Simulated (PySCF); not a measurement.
Choosing a molecule for a target property.

Species are written as SMILES; each is one conformer at its optimised geometry, gas phase, non-relativistic unless stated; the electronic structure was computed with PySCF and density fitting.

The conformers computed, where there is a choice (atom-mapped SMILES and torsion angles):
- `[CH2:1]=[CH:2][C@:3]([CH3:4])([C:5](=[O:6])[F:7])[CH:8]([CH3:9])[CH3:10]`: C1–C2–C3–C4 3°, C2–C3–C5–O6 112°, C2–C3–C8–C9 -65°
- `[CH2:1]=[CH:2][c:3]1[n:4][n:5]([CH:6]([CH3:7])[CH3:8])[cH:9][p:10]1`: C1–C2–C3–N4 180°, N4–N5–C6–C7 118°
- `[CH3:1][SiH2:2][Si@H:3]([F:4])[c:5]1[cH:6][cH:7][cH:8][o:9]1`: C1–Si2–Si3–F4 -76°, Si2–Si3–C5–C6 155°
- `[CH3:1][CH:2]([CH3:3])[n:4]1[cH:5][c:6]([Cl:7])[p:8][c:9]1[Cl:10]`: C1–C2–N4–C5 -62°
- `[SiH3:1][NH:2][SiH2:3][SiH2:4][N:5]([SiH3:6])[SiH2:7][Cl:8]`: Si1–N2–Si3–Si4 46°, N2–Si3–Si4–N5 177°, Si3–Si4–N5–Si6 -80°, Si4–N5–Si7–Cl8 -156°
- `[CH2:1]=[CH:2][c:3]1[p:4][cH:5][n:6][n:7]1[CH:8]([CH3:9])[CH3:10]`: C1–C2–C3–P4 -3°, N6–N7–C8–C9 95°

Task: Wanted: smallest rotational constant above 0.57 GHz (GFN2-xTB) and HOMO energy below -6.7 eV (PBE0/pcSseg-1), at GFN2-xTB geometries. Which candidate meets both?
A. `C[SiH2][Si@H](F)c1ccco1`
B. `C=CC1=NN(C(C)C)C=P1`
C. `CC(C)n1cc(Cl)pc1Cl`
D. `C=C[C@](C)(C(=O)F)C(C)C`

Result: D. Computed values:
```
                species  smallest rotational constant  HOMO energy
     CC(C)n1cc(Cl)pc1Cl                     0.440 GHz     -6.52 eV
C[SiH2][Si@H](F)c1ccco1                     0.535 GHz     -6.82 eV
    C=CC1=NN(C(C)C)C=P1                     0.605 GHz     -6.38 eV
C=C[C@](C)(C(=O)F)C(C)C                     0.963 GHz     -7.91 eV
```

Task: Wanted: HOMO–LUMO gap above 6.7 eV (PBE0/pcSseg-1) and dipole moment above 2.4 D (PBE0/pcSseg-1), at GFN2-xTB geometries. Which candidate meets both?
A. `C=C[C@](C)(C(=O)F)C(C)C`
B. `C=Cc1pcnn1C(C)C`
C. `[SiH3]N[SiH2][SiH2]N([SiH3])[SiH2]Cl`
D. `C[SiH2][Si@H](F)C1=CC=CO1`
E. `n1(c(Cl)pc(Cl)c1)C(C)C`

Result: A. Computed values:
| species | HOMO–LUMO gap | dipole moment |
| --- | --- | --- |
| C=Cc1pcnn1C(C)C | 4.90 eV | 2.90 D |
| n1(c(Cl)pc(Cl)c1)C(C)C | 5.87 eV | 4.72 D |
| C[SiH2][Si@H](F)C1=CC=CO1 | 6.05 eV | 1.42 D |
| [SiH3]N[SiH2][SiH2]N([SiH3])[SiH2]Cl | 6.22 eV | 1.91 D |
| C=C[C@](C)(C(=O)F)C(C)C | 7.19 eV | 3.18 D |
